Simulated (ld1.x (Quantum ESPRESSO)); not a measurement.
Which change was made? (Ge, TM)

germanium, norm-conserving Troullier–Martins (Kleinman–Bylander form), made with ld1.x (Quantum ESPRESSO) 7.5 (PBE, fully relativistic). Core [Ar] 3d10, reference 4s2 4p0 (charge +2). Waves: 4s (bound): rc 1.50 bohr; 4p (bound, empty): rc 1.45 bohr. Local part: all-electron potential smoothed inside 1.20 bohr (lloc = -2). Core correction: a·sin(br)/r model core inside 0.85 bohr.

Open shells are filled in proportion to 2j + 1 (rel_dist='average').

Cutoffs, loose and tight: the cutoffs (Ry, on a coarse ladder) from which the occupation-weighted sum of valence levels, in a spherical-Bessel basis at the reference potential, stays within 10 and 1 mRy of its value at 400 Ry. They do not see the model core or the augmentation charge, which bear on the density cutoff. Test errors are all-electron minus pseudo excitation energies from the reference, over the configurations 4s2 4p2; 4s2 4p1; 4s1 4p0; 4s1 4p2; 4s2 4p1.5; 4s2 4p2.3; 4s1 4p3; variants that change the core or the reference have their own tests.

The base gives: outcome: generated; cutoff, loose: 30 Ry; cutoff, tight: 45 Ry; bound ghosts: none; largest test error (meV): -83.

On the changes marked as counting shells twice: ld1.x takes every shell without a wave as core, so the model core holds the marked electrons as well and exchange and correlation see them twice. This cancels in the reference configuration, but the file is broken for other ones, and its errors say nothing about a proper core correction.

(1) After one change the result is: outcome: generated; cutoff, loose: 45 Ry; cutoff, tight: 70 Ry; bound ghosts: none; largest test error (meV): -238. Which change was it?
A. core [Ne], valence charge 22; reference 3s2 3p6 3d10 4s2 4p1.5; waves now 3s (bound): rc 0.70 bohr; 3d (bound): rc 0.85 bohr; 3p (bound): rc 1.05 bohr; local potential the p channel; core correction Bessel-smoothed model core inside 0.35 bohr (4p, 4s counted twice)
B. local potential all-electron potential smoothed inside 0.62 bohr (lloc = -2)
C. local potential the p channel
D. reference 4s2 4p2
E. wave 4s (bound): rc 1.50 bohr becomes 4s (bound): rc 1.64 bohr

Answers

(1) D. The others give: local potential all-electron potential smoothed inside 0.62 bohr (lloc = -2) → outcome: generated; cutoff, loose: 30 Ry; cutoff, tight: 45 Ry; bound ghosts: s, p3/2, p1/2, d; largest test error (meV): -91 | local potential the p channel → outcome: generated; cutoff, loose: 30 Ry; cutoff, tight: 45 Ry; bound ghosts: s; largest test error (meV): -94 | core [Ne], valence charge 22; reference 3s2 3p6 3d10 4s2 4p1.5; waves now 3s (bound): rc 0.70 bohr; 3d (bound): rc 0.85 bohr; 3p (bound): rc 1.05 bohr; local potential the p channel; core correction Bessel-smoothed model core inside 0.35 bohr (4p, 4s counted twice) → outcome: generated, misses its reference levels by 2.87 eV; bound ghosts: not determined; largest test error (meV): -542 | wave 4s (bound): rc 1.50 bohr becomes 4s (bound): rc 1.64 bohr → outcome: generated; cutoff, loose: 18 Ry; cutoff, tight: 45 Ry; bound ghosts: none; largest test error (meV): -83.
